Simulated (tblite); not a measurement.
C5H12BN.
SMILES with atom numbers: `[CH3:1][BH:2][N:3]1[CH2:4][C:5]1([CH3:6])[CH3:7]` (hydrogens: H8, H9, H10 on C1; H11 on B2; H12, H13 on C4; H14, H15, H16 on C6; H17, H18, H19 on C7)

Computed with GFN2-xTB (tblite), gas phase: L-BFGS steps from a force-field or distance-geometry start until the largest atomic force falls under 0.01 eV/Å.

Step 55: E = -571.3553 eV
```
atom  x, y, z in Å  |  force x, y, z in eV/Å
C1      2.8099    0.2781    0.8566    0.015   0.011   0.024
B2      1.2461    0.4829    1.0527    0.042  -0.001  -0.018
N3      0.3879   -0.0118    0.1153   -0.030  -0.031   0.012
C4      0.2197   -0.7131   -1.1137   -0.059  -0.010   0.001
C5     -0.9431   -0.1545   -0.3650   -0.022   0.068   0.054
C6     -1.8663   -1.0849    0.3930   -0.009   0.009  -0.020
C7     -1.6077    1.1018   -0.8894   -0.011   0.040  -0.015
H8      3.3397    0.2896    1.8058    0.057  -0.013  -0.022
H9      3.0526   -0.6525    0.3451   -0.022   0.036   0.018
H10     3.2235    1.0858    0.2508   -0.015  -0.025   0.047
H11     0.7899    1.0637    1.9679    0.011   0.002  -0.027
H12     0.5517   -0.2188   -2.0195    0.025  -0.007  -0.017
H13     0.3883   -1.7837   -1.1045    0.032  -0.021   0.002
H14    -2.3195   -0.5506    1.2268   -0.020  -0.033  -0.037
H15    -1.3211   -1.9378    0.7911    0.023   0.032  -0.036
H16    -2.6520   -1.4456   -0.2686   -0.026   0.001   0.042
H17    -2.0746    1.6538   -0.0756    0.014  -0.037   0.018
H18    -0.8620    1.7441   -1.3504   -0.015   0.030  -0.028
H19    -2.3728    0.8631   -1.6258    0.010  -0.049   0.002
```

Step 56: E = -571.3566 eV
```
atom  x, y, z in Å  |  force x, y, z in eV/Å
C1      2.8089    0.2710    0.8624    0.047   0.018   0.019
B2      1.2461    0.4845    1.0504    0.057   0.009  -0.009
N3      0.3901   -0.0046    0.1085   -0.059  -0.022   0.004
C4      0.2188   -0.7091   -1.1182   -0.045  -0.011   0.008
C5     -0.9421   -0.1494   -0.3686   -0.044   0.047   0.075
C6     -1.8587   -1.0815    0.3953   -0.035  -0.014  -0.004
C7     -1.6142    1.1027   -0.8933   -0.008   0.027  -0.007
H8      3.3367    0.2762    1.8123    0.046  -0.013   0.002
H9      3.0513   -0.6580    0.3489   -0.030   0.018   0.005
H10     3.2307    1.0786    0.2627   -0.016  -0.013   0.032
H11     0.7907    1.0711    1.9622    0.003  -0.005  -0.026
H12     0.5476   -0.2173   -2.0256    0.036   0.009  -0.036
H13     0.3904   -1.7788   -1.1069    0.025  -0.036   0.002
H14    -2.3129   -0.5508    1.2310    0.004  -0.017  -0.030
H15    -1.3082   -1.9324    0.7905    0.024   0.036  -0.028
H16    -2.6489   -1.4477   -0.2579   -0.016   0.005   0.011
H17    -2.0848    1.6497   -0.0781    0.022  -0.029   0.004
H18    -0.8724    1.7496   -1.3552   -0.032   0.025  -0.025
H19    -2.3789    0.8557   -1.6278    0.021  -0.032   0.002
```

Step 57: E = -571.3577 eV
```
atom  x, y, z in Å  |  force x, y, z in eV/Å
C1      2.8088    0.2642    0.8684    0.055   0.011   0.014
B2      1.2470    0.4874    1.0464    0.046   0.014   0.000
N3      0.3911    0.0018    0.1024   -0.051  -0.004  -0.003
C4      0.2170   -0.7051   -1.1227   -0.020  -0.011   0.011
C5     -0.9420   -0.1434   -0.3712   -0.043   0.009   0.057
C6     -1.8514   -1.0787    0.3976   -0.048  -0.024   0.009
C7     -1.6212    1.1039   -0.8975   -0.004   0.007   0.006
H8      3.3330    0.2615    1.8199    0.037  -0.011   0.026
H9      3.0485   -0.6636    0.3530   -0.028  -0.003  -0.011
H10     3.2407    1.0705    0.2756   -0.010   0.011   0.011
H11     0.7914    1.0793    1.9545   -0.002  -0.006  -0.018
H12     0.5453   -0.2153   -2.0316    0.030   0.013  -0.028
H13     0.3920   -1.7744   -1.1094    0.010  -0.032   0.000
H14    -2.3050   -0.5512    1.2350    0.014   0.000  -0.008
H15    -1.2937   -1.9263    0.7893    0.022   0.033  -0.020
H16    -2.6458   -1.4507   -0.2465   -0.009   0.006  -0.023
H17    -2.0953    1.6449   -0.0804    0.018  -0.008  -0.002
H18    -0.8848    1.7565   -1.3604   -0.042   0.013  -0.019
H19    -2.3852    0.8482   -1.6299    0.027  -0.017   0.000
```

**Question.** Estimate the geometry and energy of step 58. (The exact step hangs on the optimiser's Hessian estimate; all steps are aligned on step 57, rigid shifts and turns removed.)

**Answer.** E = -571.3584 eV, largest force 0.047 eV/Å
```
atom  x, y, z in Å  |  force x, y, z in eV/Å
C1      2.8098    0.2597    0.8726    0.045   0.007   0.011
B2      1.2482    0.4912    1.0420    0.029   0.011   0.008
N3      0.3908    0.0059    0.0988   -0.024   0.008  -0.011
C4      0.2153   -0.7022   -1.1258   -0.001  -0.008   0.010
C5     -0.9428   -0.1393   -0.3725   -0.025  -0.018   0.019
C6     -1.8467   -1.0775    0.3993   -0.039  -0.017   0.009
C7     -1.6267    1.1048   -0.9002   -0.003  -0.009   0.014
H8      3.3292    0.2494    1.8268    0.027  -0.007   0.025
H9      3.0448   -0.6683    0.3561   -0.020  -0.012  -0.020
H10     3.2511    1.0644    0.2851   -0.008   0.017   0.006
H11     0.7911    1.0864    1.9469    0.000  -0.001  -0.010
H12     0.5452   -0.2132   -2.0357    0.013   0.004  -0.004
H13     0.3926   -1.7717   -1.1112   -0.003  -0.015  -0.002
H14    -2.2980   -0.5516    1.2381    0.009   0.008   0.013
H15    -1.2819   -1.9216    0.7882    0.014   0.025  -0.013
H16    -2.6438   -1.4536   -0.2386   -0.006   0.005  -0.040
H17    -2.1030    1.6410   -0.0819    0.009   0.011   0.000
H18    -0.8953    1.7626   -1.3643   -0.041  -0.001  -0.012
H19    -2.3896    0.8429   -1.6314    0.023  -0.010  -0.004
```

The energy changes by -0.0007 eV. The first-order estimate −F·Δx gives -0.0010 eV and the mean of the old and new forces, exact on a quadratic surface, -0.0007 eV. The step makes an angle of 81° with the force vector and moves no atom by more than 0.015 Å.

The cost below is that of the whole relaxation. Time: 1.2 s. Hardware: an Arm Neoverse N1 with one thread, shared host.
